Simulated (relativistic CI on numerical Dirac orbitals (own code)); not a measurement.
# Se⁺: what numerical and physical settings do to a radial Dirac CI calculation

Reference input:

```
atom Se  Z=34  charge=1  electrons=33
nucleus A=80  rms_radius_fm=4.1400
hamiltonian dirac-coulomb  breit=on  qed=on  c_scale=1
orbitals kli  potential=per-configuration
slater_scale 1
correlation none
mixing on
grid step=0.0125 r_max=74.5
scf mixing=0.4 start=green max_iterations=150 tolerance=2e-08 node_fill=0.05
configurations
  [Ar] 3d10 4s2 4p3
end
```

Computed lowest total energy -2426.33330 Ha, first excitation 17041.4 cm⁻¹, 11 SCF steps. Runs with settings changed; * marks those that are bad on purpose:

```
                                                                        Changed        Outcome  Lowest level   ΔE (Ha)  First excitation (cm⁻¹)  SCF steps                                                           Message
                              QED terms off, iteration limit 20, SCF mixing 0.9      converged   4p3 4S°_3/2    -0.786                  17042.6         10                                                                  
end of the grid at 52.15 bohr, SCF mixing 0.9, node fill of the KLI weights 0.2      converged   4p3 4S°_3/2   0.00594                  16897.0         11                                                                  
                                        Breit term off, nuclear radius 5.382 fm      converged   4p3 4S°_3/2     -1.16                  17027.5         11                                                                  
                                grid step 0.006, node fill of the KLI weights 0      converged   4p3 4S°_3/2  0.000577                  17095.2         11                                                                  
                                                                     charge 2 *        refused                                                           0  configuration [Ar] 3d10 4s2 4p3 has 33 electrons, the ion has 32
                                                end of the grid at 11.17 bohr *  not converged                                                          11                                              orbital 4s not found
```

With so few configurations and no correlation, terms lie too far apart (by 10 to 50 % near neutrality), their order can be wrong, and levels of other configurations are missing.
